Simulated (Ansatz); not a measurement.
Relaxation of CH5AlBFO (10 atoms, charge 0, multiplicity 1), to a largest force component of 0.015 eV/Å in at most 40 steps.

Method: RKS PBE0/def2-SVP (Ansatz 0.2.0).

```xyz
10
Properties=species:S:1:pos:R:3
B -0.662 -0.251 -1.169
C 0.183 -0.561 0.086
O -0.583 -1.305 1.001
F 1.386 -1.248 -0.318
Al 0.772 1.133 0.933
H -1.816 0.188 -1.005
H -0.147 0.182 -2.157
H -1.464 -0.889 0.986
H -0.332 2.001 1.777
H 1.856 2.025 0.204
```

**Question.** Where does it end, and by what steps?

**Answer.** The forces met the threshold. After 31 steps the energy has fallen by 1.737 eV; H10 moved furthest, 1.17 Å. Parted: C2–Al5. Joined: B1–Al5.

```csv
step,energy less start (eV),largest force component (eV/Å),accepted
0,0.0000,2.627,yes
2,-1.0910,1.384,yes
4,-1.4048,2.294,yes
6,-1.6046,0.659,yes
8,-1.6610,0.160,yes
10,-1.6724,0.122,yes
12,-1.6878,0.132,yes
14,-1.6890,0.283,no
16,-1.6920,0.047,yes
18,-1.6936,0.041,yes
20,-1.6956,0.071,yes
22,-1.7029,0.173,yes
24,-1.7205,0.316,yes
26,-1.7301,0.172,yes
28,-1.7360,0.093,yes
30,-1.7366,0.032,yes
31,-1.7366,0.014,yes
```

```xyz
10
Properties=species:S:1:pos:R:3
B -0.202 0.038 -0.952
C -0.020 -1.117 -0.037
O -0.691 -1.467 1.041
F 0.961 -1.972 -0.197
Al 0.422 1.533 0.364
H -1.216 0.720 -0.728
H 0.366 0.110 -2.011
H -1.438 -0.865 1.161
H -0.115 1.440 1.867
H 1.127 2.854 -0.170
```

Whether the end is a true minimum wasn't checked by a vibrational analysis.

The run took 73 s on 2 threads of Arm Neoverse V2, with other jobs on the host, peak memory 0.2 GiB.
